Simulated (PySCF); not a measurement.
C₂H₃F₂, SMILES C[C](F)F (connectivity only; charge and spin as stated), charge +1, multiplicity 1.

Coordinates come from a PBE-D3(BJ)/def2-SVP optimisation. The multiplicity is an assumed one; other spin states were not compared. The isomer is the one that the SMILES or the coordinates give; other isomers of the formula were not compared.

Two levels are set side by side: TDA-PBE/def2-SVPD (PySCF) and TDA-LC-ωPBE/def2-SVPD (PySCF). Vertical, same geometry. The lowest singlet is HOMO→LUMO 100 % with PBE and HOMO−1→LUMO 94 % with the other functional; states are paired by order. Differences are taken from unrounded values.

```json
[
 {"quantity": "lowest singlet excitation (eV)", "TDA-PBE": "6.26"},
 {"quantity": "lowest triplet excitation (TDA) (eV)", "TDA-PBE": "5.91"},
 {"quantity": "first bright state (f over 0.05) (eV)", "TDA-PBE": "7.72"},
 {"quantity": "its oscillator strength", "TDA-PBE": "0.25"}
]
```

Q: These are the TDA-PBE values. What does TDA-LC-ωPBE give? (Estimate from the structure and the level; the computed values follow.)

A: 
| quantity | TDA-LC-ωPBE | TDA-PBE minus TDA-LC-ωPBE |
|---|---|---|
| lowest singlet excitation (eV) | 7.41 | -1.16 |
| lowest triplet excitation (TDA) (eV) | 6.73 | -0.82 |
| first bright state (f over 0.05) (eV) | 8.45 | -0.73 |
| its oscillator strength | 0.26 | -0.02 |

Functionals without exact exchange tend to place singlet excitations lower, as here. Differences between two approximate levels are no errors against the true value.

Rough cost on one machine, each run with all the roots and properties that it gave: TDA-LC-ωPBE against TDA-PBE within a factor of 2.
